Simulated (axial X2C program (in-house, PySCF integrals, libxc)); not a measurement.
## Outer orbitals of SeCl at 2.131 Å, TPSS in the non-relativistic limit (speed of light times 100)

Calculated with an axial X2C code built on PySCF integrals. The Hamiltonian is the X2C one with the speed of light multiplied by 100, which is the non-relativistic limit. Basis: Se dyall-v3z [8s8p5d1f], Cl dyall-v3z [7s7p2d1f] (cores contracted in-house); Gaussian nuclei, density fitting, unrestricted open shells. Masses: Se 79.917 u, Cl 34.969 u.

The distance is close to the non-rel. PBE0 minimum; the highest filled and lowest empty levels are listed.

Outer orbitals of the state M_S = 1/2, Λ = 1 (beyond evenly filled blocks: π+α, π+β, π-α) with Löwdin shares:

```csv
symmetry,occupied,ε (eV),atomic character
σα,yes,-22.18,"71% Cl s, 16% Se s, 7% Se p"
σβ,yes,-21.99,"73% Cl s, 14% Se s, 8% Se p"
σα,yes,-17.14,"68% Se s, 15% Cl s, 13% Cl p"
σβ,yes,-16.51,"67% Se s, 15% Cl p, 14% Cl s"
σα,yes,-10.63,"53% Cl p, 34% Se p, 8% Se s"
σβ,yes,-10.44,"52% Cl p, 33% Se p, 10% Se s"
π-α,yes,-9.41,"75% Cl p, 22% Se p"
π+α,yes,-9.41,"75% Cl p, 22% Se p"
π+β,yes,-9.10,"80% Cl p, 17% Se p, 2% Se d"
π-β,yes,-9.10,"80% Cl p, 17% Se p, 2% Se d"
π-α,yes,-6.43,"76% Se p, 22% Cl p"
π+α,yes,-6.43,"76% Se p, 22% Cl p"
π+β,yes,-5.65,"81% Se p, 17% Cl p"
π-β,no,-5.65,"81% Se p, 17% Cl p"
σα,no,-3.14,"50% Se p, 24% Cl p, 11% Se d"
σβ,no,-2.87,"50% Se p, 23% Cl p, 11% Se d"
σα,no,3.05,"44% Se s, 20% Se p, 13% Se d"
```

Charges and populations: Se 0.06 e (s 7.97 p 15.87 d 10.09 f 0.01), Cl -0.06 e (s 5.95 p 11.05 d 0.06). A filled and an empty partner (Λ and −Λ, same spin) share one energy because the functional has no current term.

The state is one determinant whose occupation by symmetry is held fixed; it was picked as the lowest of a PBE0 search that is not exhaustive. Without a current term, density functionals place determinants with orbital angular momentum somewhat too high.
